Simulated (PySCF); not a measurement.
## Polarisability and C₆ of Cd⁺ (cadmium, charge +1)

[Kr] 4d10 5s1, 2S determinant. Computed with PySCF 2.14 in aug-cc-pwCVDZ-PP with ECP28MDF, with scalar relativity through the core potential. Coupled (time-dependent) response in atomic units; α is the mean over directions. A double-zeta set is small for polarisabilities.

```tsv
method	mean α (bohr³)	C₆ (like pair)	S(−4)
UHF	31.53	181.3	847.2
PBE	21.45	121.8	316.9
PBE0	23.08	130.5	387.5
BHandHLYP	23.58	132.3	414.9
```

S(−4) is the Cauchy moment in α(ω) = α(0) + S(−4) ω² + …

α(iu) at PBE0:

| u (hartree) | α(iu) (bohr³) |
| --- | --- |
| 0 | 23.08 |
| 0.0500 | 22.17 |
| 0.100 | 19.90 |
| 0.200 | 14.71 |
| 0.300 | 11.00 |
| 0.500 | 7.158 |
| 0.750 | 5.049 |
| 1.00 | 3.941 |
| 1.50 | 2.716 |
| 2.00 | 2.001 |
| 3.00 | 1.193 |
| 5.00 | 0.5415 |

A single London oscillator, α(iu) = α/(1 + u²/ω²), gives C₆ = (3/4) ω α². Matching the computed C₆ needs ω = 4 × 130.5 / (3 × 23.08²) = 0.327 hartree.

For an ion, C₆ is the dispersion term alone; charge-induced terms of lower order in 1/R come first.

Energies and moments cover only the electrons outside the core potential.
